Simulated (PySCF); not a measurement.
HOSi, SMILES O=[SiH], multiplicity 2.

Coordinates come from a PBE-D3(BJ)/def2-TZVPD optimisation. The isomer is the one that the SMILES or the coordinates give; other isomers of the formula were not compared.

These are PBE/def2-TZVPD in PySCF values and carry that method's errors.

Isolated molecule, no solvent.

### Question
Estimate the frontier levels, dipole moment and polarisability. (The exact figures need the calculation; the answer reports its results.)

### Answer

α spin, highest occupied and lowest empty level: -6.07 and -3.41 eV
β spin, highest occupied and lowest empty level: -7.59 and -4.69 eV
dipole moment: 3.09 D
quadrupole, principal values (traceless, Buckingham form, about the centre of nuclear charge): -2.90, 0.10, 2.80 D·Å
mean static polarisability: 35.3 bohr³ (5.23 Å³)
polarisability, principal values: 29.6, 35.0, 41.3 bohr³
⟨S²⟩: 0.754 (pure state 0.75)
